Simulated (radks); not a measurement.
Results of a calculation; reference values are marked as such.
Q: Species: Ce15+. Configuration: [Kr] 4d7. Level of theory: scalar-relativistic Kohn-Sham, BLYP, spin-polarised, spherical densities, finite nucleus; open shells are filled with parallel spins first (spin-orbit coupling, left out, can overturn this in heavy ions); Fermi nuclear charge, rms radius 4.8771 fm (a radial shooting solver on a logarithmic mesh with Libxc functionals). Some entries of the table are withheld. Estimate them.

| orbital | occ. | eigenvalue (eV) | r(max) (bohr) | <r^2> (bohr^2) |
|---|---|---|---|---|
| 1s up | 1 | -40589.46 | 0.01574 | 0.0008208 |
| 1s down | 1 | -40589.44 | 0.01574 | 0.0008208 |
| 2s up | 1 | -6764.724 | 0.08906 | 0.01306 |
| 2s down | 1 | -6763.074 | 0.08906 | 0.01306 |
| 2p up | 3 | -6092.518 | 0.07166 | 0.01041 |
| 2p down | 3 | -6091.224 | 0.07165 | 0.01040 |
| 3s up | 1 | -1696.749 | 0.2543 | 0.08835 |
| 3s down | 1 | -1695.951 | 0.2544 | 0.08828 |
| 3p up | 3 | -1482.982 | 0.2488 | 0.08824 |
| 3p down | 3 | -1482.080 | 0.2489 | 0.08816 |
| 3d up | 5 | -1180.259 | 0.2046 | 0.07510 |
| 3d down | 5 | -1178.868 | 0.2047 | 0.07505 |
| 4s up | 1 | -570.5449 | 0.5844 | 0.4296 |
| 4s down | 1 | -565.8841 | 0.5840 | 0.4299 |
| 4p up | 3 | -498.0968 | (1) | 0.4722 |
| 4p down | 3 | -493.4737 | (2) | 0.4731 |
| 4d up | 5 | (3) | 0.6269 | 0.5359 |
| 4d down | 2 | (4) | 0.6268 | 0.5383 |
| 5s up | 0 | -269.6687 | 1.183 | 1.616 |
| 5s down | 0 | -267.7289 | 1.188 | 1.634 |
| 5p up | 0 | -242.8508 | 1.258 | 1.825 |
| 5p down | 0 | -241.1899 | 1.265 | 1.847 |

A: 
(1) 4p up r(max) (bohr): 0.6064
(2) 4p down r(max) (bohr): 0.6062
(3) 4d up eigenvalue (eV): -393.2300
(4) 4d down eigenvalue (eV): -388.7197
